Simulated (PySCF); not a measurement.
Fractional electron number in Ti (titanium, neutral)

The 4s beta orbital of [Ar] 3d2 4s2 is emptied in steps (occupation f), with all orbitals relaxed, ending at [Ar] 3d2 4s1. Computed with PySCF 2.14 in aug-pcseg-2, with the non-relativistic Hamiltonian (point nucleus). The exact energy is a straight line in f; departures are measured from the line between the end points of the same method.

Problem. Among UHF, LDA, PBE, which shows the largest delocalisation error (convex curve), and which is closest to linear?

Solution. Most convex: LDA (-0.632 eV at f = 0.4); closest to linear: UHF (0.038 eV).

```json
{"f": "1", "UHF (eV)": "0.000", "LDA (eV)": "0.000", "PBE (eV)": "0.000"}
{"f": "0.8", "UHF (eV)": "0.029", "LDA (eV)": "-0.420", "PBE (eV)": "-0.404"}
{"f": "0.6", "UHF (eV)": "0.040", "LDA (eV)": "-0.631", "PBE (eV)": "-0.608"}
{"f": "0.4", "UHF (eV)": "0.038", "LDA (eV)": "-0.632", "PBE (eV)": "-0.609"}
{"f": "0.2", "UHF (eV)": "0.024", "LDA (eV)": "-0.422", "PBE (eV)": "-0.404"}
{"f": "0", "UHF (eV)": "0.000", "LDA (eV)": "0.000", "PBE (eV)": "0.000"}
```

| method | E(f=0) − E(f=1) (eV) | −ε at f=1 (eV) | −ε at f=0.4 (eV) |
| --- | --- | --- | --- |
| UHF | 5.526 | 5.717 | 5.484 |
| LDA | 6.872 | 4.261 | 7.395 |
| PBE | 6.635 | 4.122 | 7.141 |

Reference removal energy between the ground levels: 6.828 eV (measured; NIST Atomic Spectra Database, ionization energies). The calculation has no spin-orbit coupling. UHF lacks correlation.
